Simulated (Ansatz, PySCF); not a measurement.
Gas-phase reaction in SMILES: CC(=O)[O][GeH3] -> O=[C][O][GeH3] + [CH3] (CH3) (the C-C bond at the site shown breaks; other sites are not compared here)
Each molecule is optimised on its own at B3LYP-D3(BJ)/def2-TZVP (Ansatz, an electronic-structure program), one conformer each, not searched for the lowest.

Quantity: bond dissociation energy (enthalpy at 298 K, with B3LYP-D3(BJ) rigid-rotor harmonic-oscillator terms from PySCF), in kcal/mol. Correlated levels leave the core frozen unless marked. UHF or UKS for open shells. Spin-orbit coupling is left out. Frozen are the shells of the preceding noble gas and the d and f shells that filled before the atom's block. No relativistic terms. Basis-set limits of correlation are two-point, X^-3; Hartree-Fock from the larger set. [CCSD(T)-MP2]/basis is that difference in the basis named.

```json
[
 {"level": "BLYP-D3(BJ)/def2-TZVPD", "program": "Ansatz + dftd3", "bond dissociation energy (kcal/mol)": "84.6"},
 {"level": "BLYP/def2-TZVPD", "program": "Ansatz", "bond dissociation energy (kcal/mol)": "81.5"},
 {"level": "revPBE-D4/def2-TZVPD", "program": "Ansatz + dftd4", "bond dissociation energy (kcal/mol)": "87.6"},
 {"level": "r2SCAN-D3(BJ)/def2-TZVPD", "program": "Ansatz + dftd3", "bond dissociation energy (kcal/mol)": "86.3"},
 {"level": "r2SCAN-D4/def2-TZVPD", "program": "Ansatz + dftd4", "bond dissociation energy (kcal/mol)": "86.3"},
 {"level": "PBE0/def2-QZVPP", "program": "Ansatz", "bond dissociation energy (kcal/mol)": "90.2"},
 {"level": "LC-wPBE/def2-TZVPD", "program": "Ansatz", "bond dissociation energy (kcal/mol)": "90.9"},
 {"level": "PBE-QIDH/def2-TZVPD", "program": "Ansatz", "bond dissociation energy (kcal/mol)": "94.0"},
 {"level": "RPA@PBE/cc-pVTZ", "program": "Ansatz", "bond dissociation energy (kcal/mol)": "89.1"},
 {"level": "MP2/6-31G*", "program": "Ansatz", "bond dissociation energy (kcal/mol)": "95.3"},
 {"level": "CCSD/STO-3G", "program": "Ansatz", "bond dissociation energy (kcal/mol)": "94.5"},
 {"level": "CCSD(T)/6-31G", "program": "Ansatz", "bond dissociation energy (kcal/mol)": "87.0"},
 {"level": "CCSD(T)/cc-pVQZ", "program": "Ansatz", "bond dissociation energy (kcal/mol)": "93.3"},
 {"level": "RI-MP2/CBS(cc-pVTZ,cc-pVQZ)+[CCSD(T)-MP2]/cc-pVTZ", "program": "Ansatz", "bond dissociation energy (kcal/mol)": "94.5"},
 {"level": "CCSD(T)/CBS(cc-pVTZ,cc-pVQZ)", "program": "Ansatz", "bond dissociation energy (kcal/mol)": "94.2"}
]
```
